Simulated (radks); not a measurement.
The iridium ion Ir9+ is in [Xe] 4f14. Method: scalar-relativistic Kohn-Sham, PBEsol, spin-polarised, spherical densities, finite nucleus; Fermi nuclear charge, rms radius of each element as measured or else 0.836 A^(1/3) + 0.57 fm; computed with a radial shooting solver on a logarithmic mesh with Libxc functionals. Open shells are filled with parallel spins first. One electron is removed from 4d, 4f, 5s, 5p in turn, with full relaxation. Which removal costs least, and what does each cost?

Answer. 5p 197.55 eV; 4f 219.93 eV; 5s 245.18 eV; 4d 449.53 eV. The 5p electron leaves first.
